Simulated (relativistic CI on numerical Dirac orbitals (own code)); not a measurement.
## V2+ in a cubic cluster: L2,3 absorption with charge transfer

Computed with a charge-transfer multiplet model of a cubic metal-ligand cluster with up to one ligand hole, Slater and spin-orbit integrals from Dirac-Coulomb-Breit ions, Slater integrals scaled by 0.9. The ground state mixes d3 with configurations of k ligand holes L, whose averages lie at kΔ + k(k − 1)U_dd/2; a core hole lowers each added d electron by U_cd. 20 K, Lorentzian 0.4 eV and Gaussian 0.3 eV FWHM.

Atomic integrals in eV (Slater integrals scaled, ζ unscaled), ground: F2dd 8.026, F4dd 4.988, zeta_d 0.019; with the core hole: F2dd 8.831, F4dd 5.496, zeta_d 0.030, zeta_core 4.613, F2cd 4.854, G1cd 3.498, G3cd 1.984.

Cluster parameters (eV): Δ = 6.6, U_dd = 4.7, 10Dq = 0.4, 10Dq(ligand) = 0.4, V(eg) = 1.55, V(t2g) = -0.78, final-state hopping factor = 0.9.

```json
{"Case": "U_cd = 6.1 eV", "n_d": "3.16", "d3": "0.84", "d4L": "0.16", "S": "1.50"}
{"Case": "U_cd = 6.7 eV", "n_d": "3.16", "d3": "0.84", "d4L": "0.16", "S": "1.50"}
{"Case": "U_cd = 7.3 eV", "n_d": "3.16", "d3": "0.84", "d4L": "0.16", "S": "1.50"}
```

Weights, n_d and S are thermal averages at 20 K. Photon energies count from the first peak over 30 % of the highest in each spectrum, which can be another peak from case to case. The parameters are a model scan and need not match a compound or its usual spin state. Peaks in eV (height, largest 100):
- U_cd = 6.1 eV: 0.0 (100), 2.9 (23), 5.0 (45), 6.3 (47), 8.0 (54)
- U_cd = 6.7 eV: 0.0 (100), 2.9 (23), 4.7 (38), 5.3 (42), 6.2 (48), 7.9 (56)
- U_cd = 7.3 eV: 0.0 (100), 3.0 (23), 5.4 (44), 6.3 (50), 7.8 (59)

Curve for U_cd = 7.3 eV (points under 2 left out, the grid thinned):

```json
{"E (eV)": "-3.8", "Intensity": "2.2"}
{"E (eV)": "-3.4", "Intensity": "2.5"}
{"E (eV)": "-3.1", "Intensity": "3.4"}
{"E (eV)": "-2.7", "Intensity": "7.2"}
{"E (eV)": "-2.3", "Intensity": "9.7"}
{"E (eV)": "-2.0", "Intensity": "11.8"}
{"E (eV)": "-1.6", "Intensity": "14.4"}
{"E (eV)": "-1.2", "Intensity": "27.8"}
{"E (eV)": "-0.9", "Intensity": "38.6"}
{"E (eV)": "-0.5", "Intensity": "70.9"}
{"E (eV)": "-0.1", "Intensity": "99.0"}
{"E (eV)": "0.2", "Intensity": "94.1"}
{"E (eV)": "0.6", "Intensity": "82.3"}
{"E (eV)": "1.0", "Intensity": "74.7"}
{"E (eV)": "1.4", "Intensity": "57.1"}
{"E (eV)": "1.7", "Intensity": "47.0"}
{"E (eV)": "2.1", "Intensity": "29.4"}
{"E (eV)": "2.5", "Intensity": "25.3"}
{"E (eV)": "2.8", "Intensity": "21.9"}
{"E (eV)": "3.2", "Intensity": "20.1"}
{"E (eV)": "3.6", "Intensity": "14.7"}
{"E (eV)": "3.9", "Intensity": "16.0"}
{"E (eV)": "4.3", "Intensity": "26.6"}
{"E (eV)": "4.7", "Intensity": "32.2"}
{"E (eV)": "5.0", "Intensity": "35.7"}
{"E (eV)": "5.4", "Intensity": "44.3"}
{"E (eV)": "5.8", "Intensity": "39.5"}
{"E (eV)": "6.1", "Intensity": "46.2"}
{"E (eV)": "6.5", "Intensity": "47.9"}
{"E (eV)": "6.9", "Intensity": "37.5"}
{"E (eV)": "7.2", "Intensity": "40.9"}
{"E (eV)": "7.6", "Intensity": "56.8"}
{"E (eV)": "8.0", "Intensity": "57.0"}
{"E (eV)": "8.4", "Intensity": "43.7"}
{"E (eV)": "8.7", "Intensity": "27.7"}
{"E (eV)": "9.1", "Intensity": "16.5"}
{"E (eV)": "9.5", "Intensity": "13.0"}
{"E (eV)": "9.8", "Intensity": "10.0"}
{"E (eV)": "10.2", "Intensity": "7.0"}
{"E (eV)": "10.6", "Intensity": "4.3"}
{"E (eV)": "10.9", "Intensity": "3.6"}
{"E (eV)": "11.3", "Intensity": "3.0"}
{"E (eV)": "11.7", "Intensity": "2.5"}
{"E (eV)": "12.0", "Intensity": "2.3"}
{"E (eV)": "12.4", "Intensity": "2.1"}
```

For the case U_cd = 6.1 eV, Δ = 6.6 eV is larger than U_dd = 4.7 eV, the Mott-Hubbard side of the Zaanen-Sawatzky-Allen scheme. With the core hole the configuration with one ligand hole lies at Δ + U_dd − U_cd = 5.2, 4.6, 4.0 eV from the one without, in the order of the table; where this is negative the screened configuration lies lower.

With at most 1 ligand hole the space is cut while the next configuration still counts, so covalency is underestimated, and a final configuration with one more ligand hole, which can lie low, is missing from the spectra.
